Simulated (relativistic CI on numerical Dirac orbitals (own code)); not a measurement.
# Cr⁺ in a cubic cluster: 3s photoemission with charge transfer

Computed with a charge-transfer multiplet model of a cubic metal-ligand cluster with up to 2 ligand holes, Slater and spin-orbit integrals from Dirac-Coulomb-Breit ions, Slater integrals scaled by 0.8. The ground state mixes d5 with configurations of k ligand holes L, whose averages lie at kΔ + k(k − 1)U_dd/2; a core hole lowers each added d electron by U_cd. 20 K, Lorentzian 1.4 eV and Gaussian 0.8 eV FWHM.

Atomic integrals in eV (Slater integrals scaled, ζ unscaled), ground: F2dd 6.636, F4dd 4.082, zeta_d 0.022; with the core hole: F2dd 7.841, F4dd 4.877, zeta_d 0.029, G2cd 8.263.

Cluster parameters (eV): U_dd = 5.4, U_cd = 6.5, 10Dq = 1.2, 10Dq(ligand) = 0.3, V(eg) = 2.45, V(t2g) = -1.04, final-state hopping factor = 0.9.

| Case | n_d | d5 | d6L | d7L2 | S |
| --- | --- | --- | --- | --- | --- |
| Δ = 4.1 eV | 5.26 | 0.76 | 0.23 | 0.01 | 2.49 |
| Δ = 7.1 eV | 5.15 | 0.86 | 0.14 | 0.00 | 2.50 |
| Δ = 8.1 eV | 5.12 | 0.88 | 0.12 | 0.00 | 2.50 |

Weights, n_d and S are thermal averages at 20 K. Binding energies count from the first peak over 30 % of the highest in each spectrum, which can be another peak from case to case. The parameters are a model scan and need not match a compound or its usual spin state. Peaks in eV (height, largest 100):
- Δ = 4.1 eV: 0.0 (100), 6.4 (25), 8.6 (52), 15.1 (20)
- Δ = 7.1 eV: 0.0 (100), 4.6 (8), 9.3 (58), 15.3 (10)
- Δ = 8.1 eV: 0.0 (100), 9.6 (59), 15.8 (8)

Curve for Δ = 4.1 eV (points under 2 left out, the grid thinned):

(E (eV), Intensity): (-3.8, 4.4), (-3.3, 5.7), (-2.8, 7.8), (-2.3, 11.3), (-1.8, 17.7), (-1.3, 31.1), (-0.8, 58.1), (-0.3, 92.5), (0.2, 95.0), (0.7, 62.2), (1.2, 34.6), (1.7, 21.4), (2.2, 16.2), (2.7, 14.9), (3.2, 13.6), (3.7, 11.0), (4.2, 9.4), (4.7, 9.8), (5.2, 12.6), (5.7, 18.3), (6.2, 24.1), (6.7, 24.3), (7.2, 23.7), (7.8, 33.4), (8.3, 48.0), (8.8, 49.9), (9.3, 36.6), (9.8, 24.6), (10.3, 17.9), (10.8, 13.9), (11.3, 11.2), (11.8, 9.5), (12.3, 8.0), (12.8, 6.9), (13.3, 6.9), (13.8, 8.5), (14.3, 12.8), (14.8, 18.7), (15.3, 19.8), (15.8, 14.1), (16.3, 8.4), (16.8, 5.2), (17.3, 3.6), (17.8, 2.6), (18.3, 2.1)

For the case Δ = 7.1 eV, Δ = 7.1 eV is larger than U_dd = 5.4 eV, the Mott-Hubbard side of the Zaanen-Sawatzky-Allen scheme. With the core hole the configuration with one ligand hole lies at Δ − U_cd = -2.4, 0.6, 1.6 eV from the one without, in the order of the table; where this is negative the screened configuration lies lower, though the effective hopping of about 3.4 eV (from the holes of the mixed ground state) mixes the two strongly wherever it is as large as the gap.

Without intra-shell correlation the exchange splitting of the 3s hole comes out too large.
